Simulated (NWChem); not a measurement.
System: AlBrF2; SMILES [F][Al]([F])[Br]

Here is an NWChem input.

```
start job
memory heap 200 mb stack 900 mb global 1100 mb
geometry units angstroms noautoz
  Al    -0.004691     0.950152     0.000000
  F      0.003250     1.792840    -1.416100
  F      0.003250     1.792840     1.416100
  Br    -0.000360    -1.264696     0.000000
end
basis spherical
  * library def2-svp
end
dft
  xc xpbe96 cpbe96
  iterations 150
  vectors input atomic output neutral.movecs
end
task dft energy
charge 1
dft
  odft
  mult 2
  vectors input atomic output cation.movecs
end
task dft energy
```

NWChem printed, in part:

```
             Northwest Computational Chemistry Package (NWChem) 7.3.0
             --------------------------------------------------------

 CS  symmetry detected

                             Geometry "geometry" -> ""
                             -------------------------

 Output coordinates in angstroms (scale by  1.889725989 to convert to a.u.)

  No.       Tag          Charge          X              Y              Z
 ---- ---------------- ---------- -------------- -------------- --------------
    1 Al                  13.0000    -0.00493118    -0.94471428     0.00000000
    2 F                    9.0000     0.00259173    -1.78740611    -1.41610000
    3 F                    9.0000     0.00259173    -1.78740611     1.41610000
    4 Br                  35.0000     0.00049869     1.27013130     0.00000000

 Effective nuclear repulsion energy (a.u.)     297.9266165417

      Symmetry information
      --------------------

 Group name             Cs
 Group number              2
 Group order               2
 No. of unique centers     3

  pbe96 is a nonlocal functional; adding pw91lda local functional.

                                 NWChem DFT Module
                                 -----------------

 Summary of "ao basis" -> "ao basis" (spherical)
 ------------------------------------------------------------------------------
       Tag                 Description            Shells   Functions and Types
 ---------------- ------------------------------  ------  ---------------------
 Al                         def2-svp                 8       18   4s3p1d
 F                          def2-svp                 6       14   3s2p1d
 Br                         def2-svp                12       32   5s4p3d

      Symmetry analysis of basis
      --------------------------

        a'         49
        a"         29

            General Information
            -------------------
          SCF calculation type: DFT
          Wavefunction type:  closed shell.
          No. of atoms     :     4
          No. of electrons :    66
           Alpha electrons :    33
            Beta electrons :    33
          Charge           :     0
          Spin multiplicity:     1
          Use of symmetry is: on ; symmetry adaption is: on
          Maximum number of iterations: 150
          AO basis - number of functions:    78
                     number of shells:    32
          Convergence on energy requested:  1.00D-06
          Convergence on density requested:  1.00D-05
          Convergence on gradient requested:  5.00D-04

              XC Information
              --------------
          PerdewBurkeErnzerhof Exchange Functional  1.000
            Perdew 1991 LDA Correlation Functional  1.000 local
           PerdewBurkeErnz. Correlation Functional  1.000 non-local

             Grid Information
             ----------------
          Grid used for XC integration:  medium
          Radial quadrature: Mura-Knowles
          Angular quadrature: Lebedev.
          Tag              B.-S. Rad. Rad. Pts. Rad. Cut. Ang. Pts.
          ---              ---------- --------- --------- ---------
          Al                  1.25       88           8.0       590
          F                   0.50       49           9.0       434
          Br                  1.15      112           9.0       590
          Grid pruning is: on
          Number of quadrature shells:   249
          Spatial weights used:  Erf1

      Superposition of Atomic Density Guess
      -------------------------------------

 Sum of atomic energies:       -3012.46224847

      Non-variational initial energy
      ------------------------------

 Total energy =   -3012.801051
 1-e energy   =   -4790.396772
 2-e energy   =    1479.669104
 HOMO         =      -0.419643
 LUMO         =      -0.050958

      Symmetry analysis of molecular orbitals - initial
      -------------------------------------------------

  Numbering of irreducible representations:

     1 a'          2 a"

  Orbital symmetries:

     1 a'          2 a'          3 a'          4 a"          5 a'
     6 a'          7 a'          8 a"          9 a'         10 a'
    11 a"         12 a'         13 a'         14 a'         15 a"
    16 a'         17 a"         18 a'         19 a"         20 a'
    21 a'         22 a'         23 a"         24 a'         25 a'
    26 a"         27 a'         28 a'         29 a"         30 a"
    31 a'         32 a'         33 a"         34 a'         35 a'
    36 a"         37 a'         38 a'         39 a'         40 a'
    41 a"         42 a'         43 a'

   convergence    iter        energy       DeltaE   RMS-Dens  Diis-err
 ---------------- ----- ----------------- --------- --------- ---------
 d= 0,ls=0.0,diis     1  -3015.1013429385 -3.31D+03  2.67D-02  1.11D+00
 d= 0,ls=0.0,diis     2  -3014.7345180445  3.67D-01  1.70D-02  5.45D+00
 d= 0,ls=0.0,diis     3  -3015.2187290302 -4.84D-01  2.51D-03  4.03D-02
 d= 0,ls=0.0,diis     4  -3015.2201822316 -1.45D-03  1.55D-03  1.47D-02
 d= 0,ls=0.0,diis     5  -3015.2218607278 -1.68D-03  3.62D-04  6.14D-04
  Resetting Diis
 d= 0,ls=0.0,diis     6  -3015.2219685022 -1.08D-04  3.27D-05  6.49D-06
 d= 0,ls=0.0,diis     7  -3015.2219693843 -8.82D-07  1.26D-05  4.29D-07
 d= 0,ls=0.0,diis     8  -3015.2219693539  3.04D-08  7.05D-06  7.72D-07

         Total DFT energy =    -3015.221969353931
      One electron energy =    -4791.824210020736
           Coulomb energy =     1608.993135305840
    Exchange-Corr. energy =     -130.317511180696
 Nuclear repulsion energy =      297.926616541661

 Numeric. integr. density =       66.000004031907

                  Occupations of the irreducible representations
                  ----------------------------------------------

                     irrep           alpha         beta
                     --------     --------     --------
                     a'               22.0         22.0
                     a"               11.0         11.0

[...]
```

Level: PBE/def2-SVP, vertical spin-unrestricted ions. Geometry: optimised at PBE0/def2-SVP.
